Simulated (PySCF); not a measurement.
SiBr₂, SMILES [Si](Br)Br (connectivity only; charge and spin as stated), neutral, multiplicity 1. Geometry: PBE0-D3(BJ)/def2-TZVP. The isomer is the one that the SMILES or the coordinates give; other isomers of the formula were not compared.

The numbers are results of PBE0-D3(BJ)/def2-TZVP run with PySCF, not measurements.

Harmonic wavenumbers (cm⁻¹): 124, 407, 407. Rotational constants (GHz): 10.55, 1.037, 0.9438; symmetry number 2.

Task: Work out the zero-point energy and the ideal-gas rigid-rotor harmonic-oscillator thermochemistry at 298.15 K and 1 atm.

Result: ZPE = ½ Σ hcν = ½ × 938 cm⁻¹ = 5.61 kJ/mol. H − E(el) = 18.93 kJ/mol. Entropy in J/(mol K): translation 174.05, rotation 110.70, vibration 20.57, total 305.32. G − E(el) = -72.10 kJ/mol. Cp = 53.50 J/(mol K). Modes under 150 cm⁻¹ make the vibrational entropy uncertain.
